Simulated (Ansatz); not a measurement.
System: sum formula GeOF₂ (charge +1, doublet). 
Structure (B3LYP-D3(BJ)/def2-TZVP (Ansatz, a program for electronic structure) minimum search):
```
Ge
F 1 1.6643
F 1 1.6643 2 118.80
O 1 1.7443 2 120.60 3 180.00
```
Charge +1, spin multiplicity 2.

Question: Give the harmonic wavenumbers at B3LYP-D3(BJ)/def2-TZVP (Ansatz, finite differences of forces, unscaled).

Answer: 177, 202, 211, 723, 839, 866 cm⁻¹. Zero-point energy 4.3 kcal/mol.

Question: From these and the geometry, give the ideal-gas thermochemistry at 298.15 K and 1 atm (rigid rotor, harmonic oscillator).

Answer: Point group C2v, rotational symmetry number 2. Rotational constants 6.667, 6.481, 3.286 GHz. S(trans) 40.42, S(rot) 23.85, S(vib) 7.12, S(elec, spin only) 1.38, S 72.8 cal/(mol K). H(298) - H(0) 3.58 kcal/mol; G - E(el) -13.8 kcal/mol.
